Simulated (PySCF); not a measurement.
Vibration and rotation of RbNa

RHF-CCSD(T) constants of RbNa, ¹Σ⁺ (singlet), closed shell (PySCF, scalar-relativistic core potentials, basis sets Rb def2-SVP with ECP28, Na def2-SVP; masses 84.9118 and 22.9898 u):

| Quantity | Value |
| --- | --- |
| ωe | 99.4 cm⁻¹ |
| ωexe | 0.379 cm⁻¹ |
| Be | 0.066507 cm⁻¹ |
| αe | 0.000310 cm⁻¹ |
| D (centrifugal) | 1.19e-07 cm⁻¹ |
| De to Rb + Na | 0.54 eV |

(1) Estimate the standard entropy (1 bar) and heat capacity of the ideal gas at 1500 K, rigid rotor with B0 and harmonic oscillator at the fundamental.

Measured values (Huber and Herzberg, Constants of Diatomic Molecules (1979)): ωe = 106.64 cm⁻¹.

Correlated steps freeze 1 core orbital. Correlated levels converge slowly with the basis: in double zeta they bind strong bonds too weakly, by up to about 1 eV, and carry superposition errors of some tenths. Where the molecule has an RHF reference, its open-shell atoms are computed with UHF.

Results:

(1) Translation (Sackur–Tetrode, M = 107.90 u): 200.8 J/(mol K). Rotation: q = kT/(σB0) = 15700 with σ = 1, 88.7. Vibration: x = hcν0/kT = 0.0946, 27.92. S° = 317.4 J/(mol K); Cp = 7R/2 + 8.31 = 37.4 J/(mol K).
